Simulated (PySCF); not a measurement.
PySCF job for C3H4ClNSi, SMILES N1=C[Si@@H](C=C1)Cl, r2SCAN-D4/def2-SVP. Geometry: r2SCAN-D4/def2-SVP. The structure was generated by enumeration; whether it is a known compound was not checked.

```python
import numpy as np
from pyscf import gto, scf, dft, df
from pyscf.hessian import thermo

mol = gto.M(
    atom='''
    Cl   -1.73174302   -0.84113857    0.96543569
    Si   -0.39828355   -0.28349426   -0.52094721
    C     1.36260228   -0.80311408   -0.23708788
    C     2.07091406    0.34491821   -0.15169674
    N     1.42175890    1.62300925   -0.25238604
    C     0.14772539    1.54126665   -0.41889561
    H    -0.98406002   -0.67807349   -1.83203838
    H     1.83408060   -1.78499503   -0.16350852
    H     3.15548274    0.39878490   -0.00136148
    H    -0.42966486    2.47306924   -0.50945365
    ''',
    basis='def2-SVP',
    charge=0,
    spin=0,
    max_memory=1600,
    verbose=3,
)
mf = dft.RKS(mol, xc='r2scan').density_fit(auxbasis='def2-universal-jkfit')
mf.disp = 'd4'
mf.grids.level = 4
mf.conv_tol = 1e-11
mf.max_cycle = 100
mf.kernel()

# [left out here: the lines that compute and print the analytic Hessian (its translational invariance restored by hand, since the grid's response is missing), thermochemistry and intensities]
```

Output:

```
converged SCF energy = -920.656037950936

WARN: MGGA Hessian is sensitive to dft grids. grids.level 4 may not be dense enough.


WARN: DFTD4 does not support analytical Hessian, using finite difference.


WARN: Mole.unit (angstrom) is changed to Bohr

Mode                                 0                   1                   2
Irrep
Freq [cm^-1]                       96.8773            139.2340            349.6684
Reduced mass [au]                   9.8725              4.0732              4.4215
Force const [Dyne/A]                0.0546              0.0465              0.3185
Char temp [K]                     139.3848            200.3267            503.0950
Normal mode                   x     y     z       x     y     z       x     y     z
       0  Cl                 0.07  0.06  0.02    0.05 -0.06  0.01    0.07  0.02 -0.04
       1  Si                -0.01 -0.04 -0.09   -0.04  0.07 -0.02    0.00  0.02 -0.01
       2   C                -0.01 -0.02 -0.05   -0.07  0.00  0.03   -0.07 -0.03  0.16
       3   C                -0.04 -0.01  0.08   -0.03 -0.03  0.10   -0.03 -0.03 -0.08
       4   N                -0.06 -0.02  0.11    0.04 -0.01 -0.05   -0.04 -0.03 -0.01
       5   C                -0.04 -0.03 -0.03    0.04  0.05 -0.07   -0.05 -0.00  0.06
       6   H                -0.07 -0.09 -0.04   -0.08  0.12 -0.02    0.13 -0.02 -0.06
       7   H                 0.00 -0.01 -0.07   -0.14 -0.02  0.15   -0.09 -0.04  0.17
       8   H                -0.05 -0.00  0.16   -0.05 -0.07  0.25   -0.01 -0.03 -0.25
       9   H                -0.05 -0.04  0.00    0.10  0.08 -0.22   -0.06  0.01  0.21
Mode                                 3                   4                   5
Irrep
Freq [cm^-1]                      406.0543            484.5557            577.4217
Reduced mass [au]                   3.8376              5.5257             10.1178
Force const [Dyne/A]                0.3728              0.7644              1.9876
Char temp [K]                     584.2217            697.1677            830.7813
Normal mode                   x     y     z       x     y     z       x     y     z
       0  Cl                -0.02 -0.03  0.03    0.02  0.00 -0.03    0.05  0.02 -0.06
       1  Si                -0.03 -0.00 -0.04    0.04  0.05  0.10   -0.08 -0.08  0.08
       2   C                -0.02  0.04  0.07   -0.01 -0.05 -0.04   -0.05  0.05 -0.02
       3   C                 0.04  0.01 -0.07   -0.04 -0.04 -0.01   -0.02  0.02  0.01
       4   N                 0.04  0.03  0.12   -0.06 -0.04  0.07    0.05  0.05  0.01
       5   C                 0.07  0.04 -0.12   -0.04  0.01 -0.12    0.05 -0.01  0.00
       6   H                 0.04 -0.29  0.02    0.08 -0.04  0.11   -0.17 -0.08  0.12
       7   H                -0.02  0.03 -0.08   -0.01 -0.06 -0.22   -0.03  0.06 -0.03
       8   H                 0.07 -0.03 -0.31   -0.03 -0.00 -0.12   -0.01 -0.06  0.00
       9   H                 0.07  0.05  0.02   -0.01  0.02 -0.21    0.04 -0.01 -0.03
Mode                                 6                   7                   8
Irrep
Freq [cm^-1]                      624.6276            670.0381            727.4461
Reduced mass [au]                   8.9038              1.2765              1.2199
Force const [Dyne/A]                2.0468              0.3377              0.3803
Char temp [K]                     898.7000            964.0356           1046.6330
Normal mode                   x     y     z       x     y     z       x     y     z
       0  Cl                 0.01  0.00 -0.02    0.00 -0.00 -0.01    0.00  0.00  0.01
       1  Si                -0.09  0.06  0.01   -0.01  0.01  0.00   -0.02 -0.01 -0.01
       2   C                 0.09  0.05  0.02   -0.01  0.02 -0.05   -0.04  0.03  0.03
       3   C                 0.13  0.01  0.01    0.02 -0.02  0.04   -0.01  0.01  0.08
       4   N                -0.03 -0.09  0.01   -0.00 -0.04 -0.05    0.02 -0.01 -0.04
       5   C                -0.03 -0.11 -0.01   -0.02  0.08  0.04    0.00 -0.03  0.04
       6   H                -0.08 -0.03  0.03    0.28 -0.77  0.11    0.46  0.09 -0.26
       7   H                 0.05  0.02  0.01   -0.09 -0.02 -0.03    0.04  0.02 -0.62
       8   H                 0.13  0.11  0.00    0.00  0.01  0.15    0.04 -0.02 -0.25
       9   H                -0.02 -0.10 -0.00    0.05  0.13  0.18    0.04 -0.03 -0.25
Mode                                 9                  10                  11
Irrep
Freq [cm^-1]                      778.7970            800.0629            856.1226
Reduced mass [au]                   2.3945              1.4557              1.3832
Force const [Dyne/A]                0.8557              0.5490              0.5973
Char temp [K]                    1120.5154           1151.1124           1231.7698
Normal mode                   x     y     z       x     y     z       x     y     z
       0  Cl                 0.01  0.00 -0.01    0.01  0.01  0.00   -0.00  0.00 -0.00
       1  Si                -0.04 -0.02 -0.01   -0.04 -0.03  0.01    0.04 -0.01 -0.02
       2   C                 0.11 -0.10  0.06    0.05 -0.02 -0.04   -0.04  0.06  0.00
       3   C                -0.01 -0.01  0.03    0.01  0.01 -0.06    0.04  0.01 -0.01
       4   N                -0.01 -0.01 -0.03   -0.01 -0.04  0.05   -0.02 -0.04  0.01
       5   C                -0.02  0.14  0.01   -0.01  0.08  0.02   -0.03  0.02  0.09
       6   H                -0.32  0.04  0.09    0.46  0.18 -0.28   -0.36 -0.12  0.20
       7   H                 0.32 -0.03 -0.27    0.05  0.02  0.43   -0.21 -0.02  0.04
       8   H                 0.01  0.09 -0.13   -0.01  0.05  0.05    0.06  0.00 -0.20
       9   H                 0.10  0.22  0.00    0.16  0.16 -0.32    0.14  0.05 -0.64
Mode                                12                  13                  14
Irrep
Freq [cm^-1]                      876.2791            939.8475            993.1684
Reduced mass [au]                   2.3287              2.4406              1.3976
Force const [Dyne/A]                1.0536              1.2702              0.8123
Char temp [K]                    1260.7705           1352.2312           1428.9482
Normal mode                   x     y     z       x     y     z       x     y     z
       0  Cl                 0.00 -0.00 -0.00   -0.00 -0.00  0.00   -0.00  0.00 -0.00
       1  Si                -0.03  0.05 -0.01    0.01  0.02 -0.00   -0.00 -0.00  0.00
       2   C                 0.05 -0.10 -0.01   -0.01  0.04  0.00   -0.01 -0.01  0.07
       3   C                -0.04 -0.03 -0.01   -0.14  0.08 -0.03    0.03 -0.01 -0.13
       4   N                 0.02  0.12  0.01    0.04 -0.12  0.01   -0.00  0.01  0.02
       5   C                 0.03 -0.07  0.06    0.05 -0.05  0.01   -0.01  0.00  0.02
       6   H                 0.08 -0.31  0.05   -0.04 -0.10  0.06    0.01 -0.02  0.00
       7   H                 0.23 -0.01  0.14    0.47  0.28  0.04    0.03 -0.02 -0.37
       8   H                -0.03 -0.03 -0.09   -0.14  0.00  0.02   -0.09  0.00  0.71
       9   H                -0.14 -0.21 -0.36    0.15  0.00 -0.02    0.01 -0.01 -0.19
Mode                                15                  16                  17
Irrep
Freq [cm^-1]                     1129.4667           1282.9010           1322.6527
Reduced mass [au]                   1.4503              1.2801              1.4177
Force const [Dyne/A]                1.0900              1.2414              1.4613
Char temp [K]                    1625.0510           1845.8089           1903.0028
Normal mode                   x     y     z       x     y     z       x     y     z
       0  Cl                -0.00  0.00  0.00    0.00  0.00 -0.00    0.00  0.00 -0.00
       1  Si                 0.01 -0.00  0.00   -0.00 -0.01  0.00   -0.01  0.00 -0.00
       2   C                -0.05  0.06 -0.01   -0.03  0.00 -0.00    0.11  0.03  0.02
       3   C                 0.08 -0.09  0.01    0.01 -0.01  0.00   -0.06  0.07 -0.01
       4   N                -0.03  0.02 -0.00    0.04 -0.07  0.01    0.03 -0.04  0.00
       5   C                -0.06  0.04 -0.01    0.03  0.10  0.00   -0.01  0.03 -0.00
       6   H                -0.02  0.04  0.00   -0.01  0.03 -0.01    0.00 -0.01 -0.01
       7   H                 0.50  0.33  0.07    0.04  0.04  0.01   -0.28 -0.16 -0.04
       8   H                 0.10 -0.52  0.02   -0.00  0.33 -0.01   -0.03 -0.70 -0.00
       9   H                -0.13 -0.00 -0.02   -0.71 -0.37 -0.10   -0.26 -0.12 -0.04
Mode                                18                  19                  20
Irrep
Freq [cm^-1]                     1553.2402           1619.6580           2237.1898
Reduced mass [au]                   8.3450              7.6038              1.0422
Force const [Dyne/A]               11.8619             11.7524              3.0733
Char temp [K]                    2234.7669           2330.3272           3218.8180
Normal mode                   x     y     z       x     y     z       x     y     z
       0  Cl                -0.00  0.00  0.00    0.00 -0.00 -0.00    0.00 -0.00 -0.00
       1  Si                -0.00 -0.00  0.00    0.00  0.00  0.00   -0.01 -0.01 -0.03
       2   C                 0.10  0.13  0.01   -0.05 -0.07 -0.01    0.00 -0.00 -0.00
       3   C                -0.08 -0.16 -0.01    0.06  0.09  0.01   -0.00 -0.00 -0.00
       4   N                -0.09  0.01 -0.01   -0.16 -0.01 -0.02   -0.00 -0.00 -0.00
       5   C                 0.11  0.01  0.01    0.17  0.02  0.02    0.00  0.00 -0.00
       6   H                -0.00  0.02 -0.01    0.01 -0.01 -0.01    0.39  0.26  0.86
       7   H                -0.09  0.06 -0.02    0.03 -0.05  0.01   -0.00 -0.01 -0.00
       8   H                -0.12  0.11 -0.01    0.08 -0.20  0.01    0.00 -0.00 -0.00
       9   H                 0.02 -0.05  0.00    0.00 -0.09  0.00   -0.01  0.00 -0.00
Mode                                21                  22                  23
Irrep
Freq [cm^-1]                     3132.6626           3175.7991           3232.2853
Reduced mass [au]                   1.0921              1.0917              1.0974
Force const [Dyne/A]                6.3146              6.4874              6.7553
Char temp [K]                    4507.2040           4569.2678           4650.5389
Normal mode                   x     y     z       x     y     z       x     y     z
       0  Cl                 0.00  0.00 -0.00   -0.00 -0.00  0.00    0.00  0.00 -0.00
       1  Si                -0.00 -0.00 -0.00   -0.00  0.00 -0.00   -0.00  0.00 -0.00
       2   C                 0.00  0.00  0.00    0.01 -0.01  0.00    0.03 -0.08  0.01
       3   C                -0.00 -0.00 -0.00   -0.08 -0.01 -0.01    0.02  0.01  0.00
       4   N                 0.00  0.00  0.00   -0.00  0.00 -0.00   -0.00  0.00 -0.00
       5   C                -0.04  0.07 -0.01    0.00 -0.00  0.00   -0.00  0.00 -0.00
       6   H                 0.00  0.00  0.00    0.00 -0.00 -0.00    0.00 -0.00  0.00
       7   H                 0.00 -0.00  0.00   -0.07  0.15 -0.01   -0.41  0.84 -0.06
       8   H                 0.02  0.00  0.00    0.93  0.05  0.13   -0.15 -0.01 -0.02
       9   H                 0.50 -0.81  0.08   -0.01  0.02 -0.00    0.00 -0.01  0.00
temperature 298.1500 [K]
pressure 101325.00 [Pa]
Rotational constants [GHz] 5.35545 1.58576 1.39619
Symmetry number 1
Zero-point energy (ZPE) 0.06380 [Eh]   167513.414 [J/mol]
                           tot       elec      trans        rot        vib
Entropy [J/mol/K]       333.241      0.000    168.203    115.882     49.157
Cv [J/mol/K]             91.216      0.000     12.472     12.472     66.272
Cp [J/mol/K]             99.530      0.000     20.786     12.472     66.272
Internal energy [J/mol]                      3718.434   3718.434 176105.456
Internal energy [Eh]   -920.58613  -920.65604
Enthalpy [J/mol]                             6197.391   3718.434 176105.456
Enthalpy [Eh]          -920.58519
Gibbs free energy [J/mol]                  -43952.249 -30831.681 161449.377
Gibbs free energy [Eh] -920.62303
mode   freq/cm-1   IR/(km/mol)
   1       96.88         3.460
   2      139.23         2.791
   3      349.67         2.620
   4      406.05        22.500
   5      484.56         8.846
   6      577.42        78.366
   7      624.63        13.285
   8      670.04        16.908
   9      727.45        32.641
  10      778.80        16.218
  11      800.06        62.263
  12      856.12        98.721
  13      876.28        24.539
  14      939.85        28.952
  15      993.17         0.187
  16     1129.47        19.950
  17     1282.90         6.686
  18     1322.65        15.355
  19     1553.24         9.002
  20     1619.66        42.017
  21     2237.19        88.889
  22     3132.66         8.174
  23     3175.80        15.599
  24     3232.29         0.624
max |gradient| / (hartree/bohr): 0.0002545541391353371
APT charges: [-0.505   1.2047 -0.4258  0.2324 -0.4274  0.0024 -0.2327  0.0795  0.0431
  0.0225]
```

The run converged.

Cost: very roughly 8 core-minutes.
